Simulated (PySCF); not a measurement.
Gas-phase reaction: Ga2O + 3 H2O + O2 → 2 Ga(OH)3

Method: PySCF energies plus ideal-gas RRHO corrections (1 bar). † marks an energy on the PBE0/def2-TZVP geometry and frequencies. MP2 and CCSD(T) freeze the core. Open shells (unrestricted): O2 (multiplicity 3); the rest are closed-shell singlets. B3LYP is the form with VWN-RPA correlation. Ga: all electrons, no relativistic terms. Ga(OH)3: computed as isolated molecules; such fragments, hydroxides, amides, oligomers or adducts are transient or little studied in the gas. MP2 isn't extrapolated to the basis-set limit; its ΔH°(298 K) is -702.4 kJ in def2-SVP and -737.3 kJ in def2-TZVPP. CCSD(T) isn't extrapolated to the basis-set limit; its ΔH°(298 K) is -640.8 kJ in def2-SVP and -683.7 kJ in def2-TZVPP. The harmonic model lacks anharmonicity and excited electronic states, which grow with temperature; levels with a mode under 35 cm⁻¹ are left out. Soft modes under 120 cm⁻¹ make the harmonic entropy rough for Ga2O.

| level | ΔE electronic, kJ | ΔH°(298 K), kJ | ΔS°(298 K), J/K | ΔG°(600 K), kJ |
|---|---|---|---|---|
| B3LYP/def2-TZVP† | -591 | -579 | -425 | -326 |
| CCSD(T)/def2-SVP† | -654 | -641 | -425 | -388 |
| HF/def2-TZVP† | -594 | -582 | -425 | -329 |
| MP2/def2-TZVPP† | -750 | -737 | -425 | -484 |
| PBE0/def2-SVP† | -643 | -630 | -425 | -378 |
| r2SCAN/def2-TZVP† | -668 | -655 | -425 | -403 |
| ωB97X-V/def2-TZVP† | -674 | -661 | -425 | -408 |
ΔH° is lowest at MP2/def2-TZVPP† and highest at B3LYP/def2-TZVP†. No reference value is set beside these.
